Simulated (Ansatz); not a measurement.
Correlation energies of CH₅AlOS, SMILES `[AlH2][O]CS` by basis set

Cartesian coordinates in Å:
```
Al -0.728 -0.554 -1.094
O 0.856 -0.775 -0.334
C 1.046 0.272 0.509
S -0.616 1.110 0.818
H -0.762 0.321 -2.417
H -1.828 -1.645 -0.761
H 1.443 -0.014 1.488
H 1.656 1.086 0.094
H -1.067 0.200 1.699
```

Charge 0, multiplicity 1. All single points use the PBE0-D4/def2-TZVP geometry. It is one conformer, not always the lowest. Frozen core, restricted reference, Ansatz 0.2.0. CBS rows extrapolate triple and quadruple zeta; past MP2 they add the triple-zeta difference.

```tsv
basis	HF (Eh)	MP2 corr.	CCSD corr.	(T)	CCSD(T) total
def2-SVP	-754.82544	?	-0.57238	?	?
def2-TZVPP	-755.18932	?	-0.71425	-0.02920	?
def2-QZVPP	-755.21355	-0.72575	–	–	–
CBS(def2)	-755.21689	-0.76449	?	as TZ	?
```

Fill in the withheld values. (Best estimate.)

Computed: def2-SVP MP2 corr.: -0.52728; def2-SVP (T): -0.01594; def2-SVP CCSD(T) total: -755.41376; def2-TZVPP MP2 corr.: -0.67346; def2-TZVPP CCSD(T) total: -755.93277; CBS(def2) CCSD corr.: -0.80528; CBS(def2) CCSD(T) total: -756.05137.
